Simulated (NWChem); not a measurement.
SiH$_{3}$O$_{2}$Cl; SMILES O[SiH](O)Cl

```xyz
7

Si    -0.0134     0.4369     0.3822
O     -1.2920     1.2518    -0.2430
O      1.3811     1.0443    -0.2566
Cl    -0.0716    -1.5805    -0.0957
H     -0.1147     0.5611     1.8478
H     -1.3076     1.3864    -1.1959
H      2.1139     0.4340    -0.3800
```
Atoms are numbered in this order, from 1.

Program: NWChem. Pople sets run with spherical d functions. The geometry was optimised at PBE0/def2-SVP. Vertical excitations in the gas phase; the lowest state need not have the same character in each row.

```json
[
 {"level": "PBE/6-31+G*, TDA", "lowest excitation, singlet (eV)": "6.91", "oscillator strength of that lowest state": "0.013", "lowest state with f > 0.02, singlet (eV)": "7.10", "oscillator strength of that bright state": "0.037", "orbital gap (eV)": "6.86"},
 {"level": "B3LYP/6-31+G*, TDA", "lowest excitation, singlet (eV)": "___", "oscillator strength of that lowest state": "0.021", "lowest state with f > 0.02, singlet (eV)": "___", "oscillator strength of that bright state": "0.021", "orbital gap (eV)": "___"},
 {"level": "LRC-wPBEh/6-31+G*, TDA", "lowest excitation, singlet (eV)": "8.12", "oscillator strength of that lowest state": "0.023", "lowest state with f > 0.02, singlet (eV)": "8.12", "oscillator strength of that bright state": "0.023", "orbital gap (eV)": "12.24"},
 {"level": "BHandHLYP/6-31+G*, TDA", "lowest excitation, singlet (eV)": "8.46", "oscillator strength of that lowest state": "0.033", "lowest state with f > 0.02, singlet (eV)": "8.46", "oscillator strength of that bright state": "0.033", "orbital gap (eV)": "10.86"}
]
```

Question: Complete the blanks.

Answer: 
- B3LYP/6-31+G*, TDA, lowest excitation, singlet (eV): 7.56
- B3LYP/6-31+G*, TDA, lowest state with f > 0.02, singlet (eV): 7.56
- B3LYP/6-31+G*, TDA, orbital gap (eV): 8.48
